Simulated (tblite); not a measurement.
Compound: C6H12O2SSi.
Geometry (GFN2-xTB, Å), atoms numbered from 1 in this order:
```
atom  x, y, z in Å
C1     3.506    0.009   -0.735
S2     2.672   -1.047    0.483
C3     1.321    0.076    0.988
C4     0.176    0.123   -0.010
C5    -0.557   -1.223   -0.089
O6    -1.786   -1.189    0.620
C7    -2.865   -0.687   -0.128
C8    -2.696    0.795   -0.389
O9    -3.439    1.441   -1.087
Si10  -1.126    1.429    0.516
H11    2.817    0.268   -1.534
H12    4.333   -0.568   -1.135
H13    3.879    0.904   -0.244
H14    1.761    1.062    1.137
H15    0.975   -0.307    1.947
H16    0.586    0.372   -0.994
H17    0.039   -2.008    0.386
H18   -0.738   -1.514   -1.131
H19   -3.760   -0.837    0.485
H20   -3.000   -1.236   -1.071
H21   -0.757    2.756    0.027
H22   -1.351    1.402    1.958
```

All values are computed: GFN2-xTB (tblite) harmonic vibrations without scaling, gas phase. The method is semi-empirical: single wavenumbers can be off by several per cent or more. Modes of hydrogen on silicon can be 10 to 20 % off. One conformer, not necessarily the lowest.

Harmonic wavenumbers (cm⁻¹): 25.4, 43.8, 70.7, 85.6, 131.3, 154.0, 187.9, 218.8, 300.3, 330.3, 338.6, 405.0, 413.2, 451.8, 496.3, 558.3, 589.3, 621.7, 675.8, 713.2, 736.4, 751.2, 765.6, 843.9, 855.2, 924.0, 940.1, 943.0, 962.4, 1043.8, 1057.1, 1074.9, 1119.6, 1147.7, 1158.6, 1192.6, 1240.9, 1263.9, 1269.0, 1302.4, 1318.1, 1335.3, 1405.1, 1438.0, 1449.4, 1453.8, 1467.9, 1757.1, 2295.8, 2303.7, 2869.1, 2904.7, 2932.3, 2950.9, 2955.9, 2977.4, 3011.6, 3019.3, 3024.6, 3065.8.

A = 2157, B = 488.3, C = 445.6 MHz; mass 176.033 u (most abundant isotopes); point group C1, symmetry number 1.

Zero-point energy?

½Σν̃ = 36670 cm⁻¹ = 104.84 kcal/mol.

Give the ideal-gas entropy at 500 K and 1 bar in the rigid-rotor, harmonic-oscillator model (classical rotation).

Translation 44.00, rotation 32.45, vibration 66.10: S = 142.5 cal/(mol K).

And Cp and H(500 K) − H(0)?

Cp = 68.94 cal/(mol K), of which vibrations give 61.00 (their classical limit is 60 R = 119.2); H(500 K) − H(0) = 20.22 kcal/mol without the zero-point energy, 16.24 from vibrations.

How do the functions run with temperature in this model?

| T (K) | S (cal/(mol K)) | Cp (cal/(mol K)) | H − H(0) (kcal/mol) | G − H(0) (kcal/mol) | ln q(vib) |
| --- | --- | --- | --- | --- | --- |
| 150 | 87.6 | 28.3 | 2.81 | -10.33 | 5.01 |
| 250 | 105.0 | 40.9 | 6.26 | -19.98 | 8.53 |
| 298.15 | 112.7 | 47.0 | 8.38 | -25.23 | 10.18 |
| 400 | 128.3 | 59.1 | 13.80 | -37.51 | 13.61 |
| 600 | 155.9 | 77.0 | 27.53 | -65.98 | 20.14 |
| 900 | 190.6 | 93.9 | 53.38 | -118.13 | 29.23 |

q(vib) and H(0) count from the zero-point level.

What must be added to the electronic energy to get the Gibbs energy at 500 K and 1 bar?

ZPE + [H(500 K) − H(0)] − T·S = 104.84 + 20.22 − 71.27 = 53.79 kcal/mol.

Hindered rotation and anharmonicity are outside this model. Other conformers, if any are populated, would add a mixing term that is left out. The structure is chiral; the term R ln 2 for an equal mix with its mirror image is left out.
